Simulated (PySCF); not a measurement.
Compound: C5H6BF.
Geometry (PBE0-D3(BJ)/def2-SVP, Å), atoms numbered from 1 in this order:
```xyz
13
C5H6BF angstrom
C     -2.304    0.662   -0.556
C     -2.205   -0.580   -0.056
F     -3.330   -1.293    0.117
B     -0.877   -1.279    0.344
C      0.448   -0.571    0.204
C      1.532   -0.013    0.108
C      2.818    0.645    0.008
H     -3.271    1.098   -0.821
H     -1.396    1.249   -0.700
H     -0.917   -2.407    0.776
H      3.616   -0.071   -0.245
H      2.810    1.443   -0.751
H      3.080    1.105    0.975
```

Theory: PBE0-D3(BJ)/def2-SVP geometry optimisation, gas phase in PySCF 2.14.0.

Take the most abundant isotopes and a rigid rotor. The values belong to one conformer with, in the numbering `[CH2:1]=[C:2]([F:3])[BH:4][C:5]#[C:6][CH3:7]`, C1–C2–B4–C5 1°.

(1) What are A, B and C (MHz)?

(2) Classify the top.

(3) What does the inertial defect say?

(4) Which lines would a microwave search look for?

## Answers

(1) Ia = 57.13, Ib = 487.96, Ic = 541.89 u·Å²; 505379 MHz·u·Å²/I gives A = 8846, B = 1036, C = 932.6 MHz.

(2) A near-prolate asymmetric top; Ray's κ = -0.974.

(3) Not planar: Δ = Ic − Ia − Ib = -3.20 u·Å². For a rigid frame Δ = −2 Σ m c², so Σ m c² = 1.60 u·Å² lies off the ab plane: 1.59 from hydrogen and 0.01 from heavier atoms. The atom farthest from that plane is 1.05 Å away.

(4) The dipole components are |μa| = 2.98 D, |μb| = 1.71 D, |μc| = 0.05 D. Intensities carry the squares of the components, which stand as 1.00 : 0.33 : 0.00 (a : b : c). Some of the stronger lines:

```
type  branch         J(Ka,Kc)    MHz  lower level (cm⁻¹)
   a       R  1(0,1) ← 0(0,0)   1968               0.000
   a       R  2(0,2) ← 1(0,1)   3936               0.066
   a       R  2(1,1) ← 1(1,0)   4040               0.330
   b       Q  1(1,0) ← 1(0,1)   7913               0.066
   b       Q  2(1,1) ← 2(0,2)   8017               0.197
   b       R  1(1,1) ← 0(0,0)   9778               0.000
   b       R  2(1,2) ← 1(0,1)  11644               0.066
   b       Q  2(2,0) ← 2(1,1)  23431               0.464
   b       Q  2(2,1) ← 2(1,2)  23740               0.454
   b       R  2(2,0) ← 1(1,1)  27574               0.326
```

Stationary, but not proved a minimum. No vibrational averaging or centrifugal distortion is included, and the geometry carries the error of its method. A rigid rotor knows nothing of internal rotation, which can split or shift real lines. Quadrupole hyperfine structure (11B) is left out.

Hardware: one thread of an Arm Neoverse V1 (shared host). These figures are those of the optimisation.
